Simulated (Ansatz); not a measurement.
`[GeH3][NH]C1=C[SiH2]1` + `CSS` → `CS[S][GeH3]` + `NC1=C[SiH2]1`  (ligand exchange at a Ge–N bond)

Calculated with Ansatz (gas phase, PBE0-D4/def2-TZVP geometries, no zero-point term in ΔE). CBS: MP2 limit from def2 TZ/QZ plus the TZ coupled-cluster correction, frozen cores. Functionals use def2-TZVPP. For Ge outer-core shells are correlated without core-valence functions, which leaves a few kJ/mol of doubt a bond. Scalar relativity is left out up to krypton. Each species was taken in one conformer, which may not be the lowest.

`[GeH3][NH]C1=C[SiH2]1`:

```xyz
12

Ge   -0.586   -0.652    2.016
N     0.681   -0.232    0.737
C     0.361    0.168   -0.513
C    -0.753    0.393   -1.235
Si    0.720    0.714   -2.205
H    -1.451   -1.815    1.508
H     0.208   -1.049    3.268
H    -1.468    0.578    2.277
H     1.661   -0.296    0.952
H    -1.822    0.335   -1.079
H     1.233   -0.229   -3.234
H     1.218    2.086   -2.491
```

`CSS`:

Cartesian coordinates in Å:
```
C -0.249 0.935 0.071
S 0.533 -0.372 1.034
S 1.042 -1.744 -0.384
H -1.183 0.590 -0.374
H 0.425 1.303 -0.701
H -0.464 1.741 0.777
H -0.105 -2.452 -0.422
```

`CS[S][GeH3]`:

Cartesian coordinates in Å:
```
C -0.507 -1.153 1.512
S -1.185 0.452 1.057
S -1.319 0.306 -0.985
Ge 0.705 1.079 -1.524
H -1.172 -1.956 1.197
H -0.433 -1.151 2.602
H 0.486 -1.295 1.086
H 0.834 0.959 -3.051
H 0.823 2.541 -1.072
H 1.768 0.218 -0.823
```

`NC1=C[SiH2]1`:

Cartesian coordinates in Å:
```
N -0.433 1.631 0.064
C -0.015 0.350 0.034
C 1.080 -0.363 0.350
Si -0.182 -1.406 -0.378
H 0.087 2.311 0.594
H -1.404 1.831 -0.086
H 2.050 -0.163 0.784
H -1.051 -2.308 0.423
H -0.131 -1.883 -1.786
```

| level | ΔE (kJ/mol) |
| --- | --- |
| PBE-D4 | -46.2 |
| revPBE | -45.4 |
| CCSD/def2-SVP | -31.2 |
| CCSD(T)/def2-TZVPP | -32.7 |

(1) What does CCSD(T)/CBS give? (Best estimate.)

Largest T1 diagnostic among the species: 0.013.

Answers

(1) Ansatz gave: -36.4 kJ/mol. The listed levels differ from it by -9.8, -9.0, 5.2, 3.7 kJ/mol.

Leaving LDA and LC-ωPBE aside and taking each functional with its dispersion term where it has one, the values, not all of them listed here, spread over 10.7 kJ/mol, from PBE-D4 to CAM-B3LYP-D4. At CCSD(T), def2-SVP lies +4.9 kJ/mol from the extrapolated value and def2-TZVPP +3.8 kJ/mol.
